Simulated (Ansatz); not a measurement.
**Question.** Name a neutral molecule of F, N, S, Si and H with size of the dipole moment (PBE/def2-TZVPP) between 2.05 and 2.35 D and HOMO energy (PBE0/def2-TZVPP) between -7.60 and -7.30 eV (Ansatz, PBE0-D4/def2-TZVP geometry).

**Answer.** `N[SiH2]S[SiH](N)F` (2.24 D, -7.46 eV). Other molecules can fit too; these were computed, each in one conformer that needn't be the lowest.
